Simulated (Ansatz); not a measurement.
C$_{2}$H$_{4}$BFO (`O/C=C/BF`) at its PBE0-D4/def2-TZVP geometry, where that method's forces vanish. Total charge 0; spin multiplicity 1.

| atom | x (Å) | y (Å) | z (Å) |
| --- | --- | --- | --- |
| O1 | 0.920 | -0.913 | -1.756 |
| C2 | 0.073 | -0.573 | -0.783 |
| C3 | 0.281 | 0.304 | 0.212 |
| B4 | -0.832 | 0.536 | 1.216 |
| F5 | -0.673 | 1.396 | 2.221 |
| H6 | 1.744 | -0.424 | -1.650 |
| H7 | -0.866 | -1.112 | -0.881 |
| H8 | 1.238 | 0.821 | 0.272 |
| H9 | -1.886 | -0.036 | 1.148 |

**Question.** For each bond, give half the difference of the two atoms' forces along it (eV/Å; positive pushes the atoms apart) under PBE-D4, r2SCAN-D4, B3LYP-D4, ωB97M-V in def2-TZVPP. (Estimate.)

**Answer.** Ansatz gave: 
```json
{"bond": "O1–C2", "length (Å)": "1.333", "PBE-D4": "0.32", "r2SCAN-D4": "0.24", "B3LYP-D4": "0.32", "ωB97M-V": "0.36"}
{"bond": "O1–H6", "length (Å)": "0.965", "PBE-D4": "0.40", "r2SCAN-D4": "0.02", "B3LYP-D4": "-0.05", "ωB97M-V": "-0.13"}
{"bond": "C2–C3", "length (Å)": "1.343", "PBE-D4": "0.25", "r2SCAN-D4": "0.12", "B3LYP-D4": "0.02", "ωB97M-V": "-0.13"}
{"bond": "C2–H7", "length (Å)": "1.086", "PBE-D4": "0.00", "r2SCAN-D4": "-0.10", "B3LYP-D4": "-0.18", "ωB97M-V": "-0.14"}
{"bond": "C3–B4", "length (Å)": "1.517", "PBE-D4": "-0.26", "r2SCAN-D4": "-0.10", "B3LYP-D4": "-0.03", "ωB97M-V": "0.08"}
{"bond": "C3–H8", "length (Å)": "1.090", "PBE-D4": "0.08", "r2SCAN-D4": "-0.03", "B3LYP-D4": "-0.05", "ωB97M-V": "-0.08"}
{"bond": "B4–F5", "length (Å)": "1.332", "PBE-D4": "0.48", "r2SCAN-D4": "0.17", "B3LYP-D4": "0.20", "ωB97M-V": "0.21"}
{"bond": "B4–H9", "length (Å)": "1.202", "PBE-D4": "0.00", "r2SCAN-D4": "-0.06", "B3LYP-D4": "-0.15", "ωB97M-V": "-0.20"}
```

B3LYP here is the variant with VWN-RPA as its local correlation; programs differ in this.
